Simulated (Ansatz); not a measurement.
Kohn–Sham single points on B$_{2}$FGeH$_{3}$O (`FB1[BH][GeH2][O]1`).

```yaml
crystal:
  periodic: [false, false, false]
  atoms:
    - {symbol: F, position_ang: [2.228561, 0.429094, 1.366219]}
    - {symbol: B, position_ang: [1.131095, 0.198557, 0.659120]}
    - {symbol: B, position_ang: [-0.546297, 0.571052, 0.924976]}
    - {symbol: Ge, position_ang: [-0.659165, -0.395507, -0.898339]}
    - {symbol: O, position_ang: [1.174427, -0.446938, -0.528808]}
    - {symbol: H, position_ang: [-1.279465, 1.089672, 1.701760]}
    - {symbol: H, position_ang: [-0.828178, 0.349690, -2.233332]}
    - {symbol: H, position_ang: [-1.128878, -1.852619, -1.047297]}
basis:
  gaussian: {orbitals: def2-TZVPP}
hamiltonian: {xc: {name: r2SCAN0}, dispersion: d4}
output: {orbitals: {seedname: orbitals}}
```

```sh
$ ansatz run in.yaml --threads 4 --pin off --events-out ev --progress --plain --max-ram 10444MiB
```

It prints (some lines left out):

```
Functional definition: r2SCAN0
1223 factors; their error is unknown
mean field evaluation 1: about -62677.6449 eV, gradient 5.6e1 eV
mean field evaluation 2: about -62663.0047 eV, gradient 1.0e2 eV
mean field evaluation 4: about -62682.7317 eV, gradient 5.9e0 eV
mean field evaluation 8: about -62683.0663 eV, gradient 3.5e-1 eV
mean field evaluation 16: about -62683.0665 eV, gradient 2.3e-5 eV
mean field -62683.06648612 eV, -2303.5602052563 hartree, gradient 2.3e-5 eV, S^2 0.000000; 0 other end points of the search recorded, 0 dependent functions left out
reference -62683.06649689 eV, -2303.5602056521 hartree; 31, 31 occupied and 183, 183 virtual orbitals, 1223 factors
Total energy: -62683.11102091 eV, -2303.5618418797 hartree
```

Hardware: 4 threads of an Arm Neoverse V2 on a shared host. Wall time 3.4 s, peak host memory 0.53 GiB.

Changing it to `hamiltonian: {xc: {name: B3LYP}, dispersion: d4}` and forces (abridged; 3 s):

```
Functional definition: B3LYP
mean field evaluation 16: about -62689.1368 eV, gradient 1.3e-4 eV
mean field -62689.13680323 eV, -2303.7832852956 hartree, gradient 1.5e-5 eV, S^2 0.000000
Total energy: -62689.40213261 eV, -2303.7930359706 hartree
Atom 0 force     0.172683     0.046644     0.130300 eV/Å
Atom 1 force    -0.111576     0.031951     0.031043 eV/Å
Atom 2 force    -0.026392     0.092382     0.165377 eV/Å
Atom 3 force    -0.317047    -0.049564    -0.173457 eV/Å
Atom 4 force     0.188418    -0.037610    -0.022111 eV/Å
Atom 5 force     0.093126    -0.063320    -0.094110 eV/Å
Atom 6 force     0.001740    -0.001183    -0.023305 eV/Å
Atom 7 force    -0.000951    -0.019300    -0.013737 eV/Å
Dipole moment:    -0.612736     0.043335    -0.075025 e Å
```

The same input with `hamiltonian: {xc: r2scan, dispersion: d4}` and forces (abridged; 3.6 s):

```
Functional definition: r2SCAN
mean field evaluation 16: about -62684.3448 eV, gradient 7.0e-3 eV
mean field -62684.34483675 eV, -2303.6071837757 hartree, gradient 3.4e-5 eV, S^2 0.000000
Total energy: -62684.38202393 eV, -2303.6085503793 hartree
Atom 0 force     0.153027     0.014856     0.066268 eV/Å
Atom 1 force    -0.223846     0.107378     0.142704 eV/Å
Atom 2 force    -0.015466     0.016688     0.027630 eV/Å
Atom 3 force    -0.159594     0.031902     0.017816 eV/Å
Atom 4 force     0.174566    -0.155289    -0.244218 eV/Å
Atom 5 force     0.009492    -0.014517    -0.024762 eV/Å
Atom 6 force     0.025654    -0.039798     0.028532 eV/Å
Atom 7 force     0.036167     0.038780    -0.013970 eV/Å
Dipole moment:    -0.571767     0.032584    -0.084591 e Å
```

Changing it to `hamiltonian: {xc: {name: wB97M-V}}` and forces (abridged; 7.5 s):

```
Functional definition: wB97M-V
mean field evaluation 16: about -62682.6184 eV, gradient 8.0e-5 eV
mean field -62682.61837141 eV, -2303.5437373446 hartree, gradient 8.0e-5 eV, S^2 0.000000
Total energy: -62682.61842503 eV, -2303.5437393153 hartree
Atom 0 force     0.177781     0.052012     0.141557 eV/Å
Atom 1 force    -0.117337    -0.008453    -0.045438 eV/Å
Atom 2 force    -0.108037     0.049510     0.065022 eV/Å
Atom 3 force    -0.074243    -0.058570    -0.128635 eV/Å
Atom 4 force    -0.046561    -0.017755    -0.044823 eV/Å
Atom 5 force     0.121308    -0.083291    -0.124012 eV/Å
Atom 6 force     0.010914    -0.060048     0.118517 eV/Å
Atom 7 force     0.036176     0.126596     0.017812 eV/Å
Dipole moment:    -0.621248     0.041241    -0.081071 e Å
```

The same input with `hamiltonian: {xc: {name: B97M-V}}` (abridged; 6.5 s):

```
Functional definition: B97M-V
mean field evaluation 16: about -62676.2022 eV, gradient 1.9e-3 eV
mean field -62676.20217251 eV, -2303.3079463839 hartree, gradient 2.9e-5 eV, S^2 0.000000
Total energy: -62676.20223791 eV, -2303.3079487875 hartree
```

The same input with `hamiltonian: {xc: {name: B2PLYP}}` (abridged; 3.6 s):

```
Functional definition: B2PLYP
mean field evaluation 16: about -62665.3750 eV, gradient 1.8e-4 eV
mean field -62665.37504180 eV, -2302.9100566692 hartree, gradient 4.3e-6 eV, S^2 0.000000
13 core orbitals not correlated: weight in the atoms' cores, before any rotation towards them, 1.000 or more for the frozen orbitals, at most 0.000 for the correlated occupied ones
second order -30.23140659 eV of doubles, -0.00000000 eV of singles
Total energy: -62673.53769241 eV, -2303.2100285463 hartree
```

B3LYP takes the VWN-RPA correlation (the form of Gaussian; ORCA's B3LYP/G).
